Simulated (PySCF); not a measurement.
Species: C₂H₁₁GeNSi.
Z-matrix (Å and degrees, PBE0-D3(BJ)/def2-SVP geometry), rows numbered from 1:
```
C 
C   1  1.5225
Ge  2  1.9705  1  112.75
N   3  1.8486  2  113.81  1   -61.16
Si  3  2.3879  2  110.76  1    56.26
H   1  1.1026  2  111.69  3   -62.10
H   1  1.1024  2  111.39  3    57.55
H   1  1.1019  2  112.08  3   177.65
H   2  1.1031  1  111.17  3   121.28
H   2  1.1034  1  110.90  3  -120.56
H   3  1.5449  2  109.66  1   180.00
H   4  1.0173  3  114.97  2   -58.58
H   4  1.0166  3  114.15  2    67.56
H   5  1.4947  3  111.02  2   163.99
H   5  1.4973  3  111.13  2    43.01
H   5  1.4978  3  109.73  2   -76.19
```

Computed with PySCF at PBE0/def2-SVPD, non-relativistic, on one gas-phase PBE0-D3(BJ)/def2-SVP geometry that isn't relaxed in the solvent. The solvent is an IEF-PCM continuum (van der Waals radii × 1.2). The model holds no explicit solvent molecules, cavitation or dispersion. Spin–orbit coupling is left out although an atom past zinc is present.

Gas phase at PBE0/def2-SVPD: HOMO -7.02 eV, LUMO 0.06 eV, dipole 1.75 D.

**Question.** What does the continuum do to the energy, the frontier levels and the dipole at PBE0/def2-SVPD in cyclohexane and dimethylsulfoxide?

**Answer.** 
| solvent | ε | E(solvent) − E(gas) (kcal/mol) | polarisation term (kcal/mol) | distortion of the solute (kcal/mol) | HOMO (eV) | LUMO (eV) | dipole (D) |
| --- | --- | --- | --- | --- | --- | --- | --- |
| cyclohexane | 2.017 | -1.35 | -1.42 | 0.07 | -6.97 | 0.15 | 1.99 |
| dimethylsulfoxide | 46.83 | -3.70 | -4.38 | 0.68 | -6.96 | 0.22 | 2.47 |

The first energy column is the sum of the next two and covers electrostatics alone. From cyclohexane to dimethylsulfoxide the lowering changes by a factor 2.75, Onsager's factor (ε − 1)/(2ε + 1) by 2.40 and ε itself by 23.2.

**Question.** Which radius a makes the point-dipole formula ΔE = −[(ε − 1)/(2ε + 1)]·μ²/a³ give the value in dimethylsulfoxide, with the gas-phase dipole?

**Answer.** μ = 0.688 au and |ΔE| = 0.00589 Eh give a = 1.79 Å; the farthest nucleus lies 3.53 Å from the centroid of the nuclei, so such a sphere wouldn't even hold the nuclei. The formula assumes a rigid point dipole at the centre of a sphere.

**Question.** How does the static polarisability (PBE0/def2-SVPD, frozen core, with the continuum's full static response) change?

**Answer.** 
| medium | isotropic (au) | principal values (au) | ⟨r²⟩ of the electrons (bohr²) |
| --- | --- | --- | --- |
| gas | 96.3 | 86.7, 95.4, 106.7 | 980.5 |
| cyclohexane | 109.1 | 98.6, 108.3, 120.3 | 980.6 |
| dimethylsulfoxide | 134.5 | 124.6, 134.3, 144.8 | 980.9 |

The isotropic value in dimethylsulfoxide is 1.40 times the gas-phase one; no cavity-field correction is applied. ⟨r²⟩ is taken about the centre of nuclear charge.
